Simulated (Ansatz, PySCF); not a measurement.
Reaction (SMILES): OBO -> O[B]O + H atom (the B-H bond at the site shown breaks; other sites are not compared here)
Structures are relaxed separately at B3LYP-D3(BJ)/def2-TZVP in Ansatz (a program for electronic structure), one conformer each, not searched for the lowest. Frequencies are from Ansatz or PySCF.
Geometry of the first species:
```
B
O 1 1.3567
H 2 0.9653 1 112.89
O 1 1.3670 2 119.37 3 0.00
H 4 0.9609 1 113.80 2 180.00
H 1 1.1934 2 118.36 3 180.00
```

Wanted: bond dissociation energy (enthalpy at 298 K, with B3LYP-D3(BJ) rigid-rotor harmonic-oscillator terms), in kJ/mol. Correlated levels leave the core frozen unless marked. UHF or UKS for open shells. No spin-orbit coupling. No relativistic terms. Basis-set limits of correlation are two-point, X^-3; Hartree-Fock from the larger set. [CCSD(T)-MP2]/basis is that difference in the basis named.

```csv
level,program,bond dissociation energy (kJ/mol)
r2SCAN/def2-TZVPD,Ansatz,438.7
BHLYP-D3(BJ)/def2-TZVPD,Ansatz + dftd3,___
B2GP-PLYP/def2-TZVPD,Ansatz,___
CCSD/cc-pVTZ,Ansatz,462.0
"RI-MP2/CBS(aug-cc-pVTZ,aug-cc-pVQZ)+[CCSD(T)-MP2]/aug-cc-pVTZ",Ansatz,467.8
```

Complete the blanks.


- BHLYP-D3(BJ)/def2-TZVPD, bond dissociation energy (kJ/mol): 459.6
- B2GP-PLYP/def2-TZVPD, bond dissociation energy (kJ/mol): 455.7
